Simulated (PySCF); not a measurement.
Species: C3H8NOSi2 (doublet state).
Z-matrix (Å and degrees, GFN2-xTB geometry), rows numbered from 1:
```
O 
C   1  1.2082
N   2  1.3367  1  124.66
Si  3  1.7711  2  120.32  1    -0.33
C   4  1.9041  3  109.44  2    48.88
Si  5  1.9422  4   89.59  3   -98.03
C   4  1.9042  3  109.46  2   -48.41
H   2  1.1083  1  121.28  3  -180.00
H   3  1.0050  2  117.49  1  -179.97
H   4  1.4647  3  101.64  2  -179.80
H   5  1.0878  4  114.15  3   146.93
H   5  1.0858  4  115.84  3    21.59
H   6  1.4775  5  112.73  4  -126.34
H   7  1.0858  4  115.83  3   -21.56
H   7  1.0878  4  114.20  3  -146.91
```

The hyperfine couplings belong to this conformer and change with its torsions.

The species is `C(N[SiH]1C[SiH]C1)=O` [radical].

Computed with PySCF 2.14.0, UKS B3LYP, pcH-1 on C H N O Si, non-relativistic, mean-field spin-orbit, GIAO. Isolated species at its GFN2-xTB geometry (one conformer only). Couplings are sensitive to structure, and on GFN2-xTB geometries they can be far from those on DFT ones, by a factor of two or more for some ions and for spin on atoms past the first row. No stability test was run, so a lower SCF solution isn't excluded.

Computed for the main isotopes (class means, splittings of 0.05 mT or more): g = 2.0031; H13 1H +118.8 MHz (4.24 mT); H11/H15 1H +17.7 MHz (0.63 mT); H12/H14 1H +14.1 MHz (0.50 mT); H10 1H +12.6 MHz (0.45 mT); H8 1H +5.6 MHz (0.20 mT); 72 first-order lines, 7.16 mT wide.

Q: What changes when 1H at H10 is replaced by 2H?

A: Only the nuclear moment changes in this model. The ratio of g factors is 0.85744/5.58569 = 0.1535, so a goes from +12.6 to +1.9 MHz (0.069 mT). The spin goes from 1/2 to 1, so the 1:1 doublet becomes a 1:1:1 triplet. The spectrum then has 108 first-order lines over 6.84 mT.

Q: Give position and intensity of the satellites from 29Si at Si6.

A: a = -692.2 MHz, or 24.69 mT in magnitude, and I = 1/2, so to first order each main line has two satellites, at ±12.34 mT. The isotope's abundance is about 4.7 %, shared among 2 lines, so each has 2.5 % of the main line's intensity. At 340 mT second-order shifts move them to lower field by up to 0.45 mT.

Q: Give position and intensity of the satellites from 17O at O1.

A: a = -34.6 MHz, or 1.23 mT in magnitude, and I = 5/2, so to first order each main line has six satellites, at ±0.62, ±1.85, ±3.08 mT. The isotope's abundance is about 0.038 %, shared among 6 lines, so each has 0.0063 % of the main line's intensity.
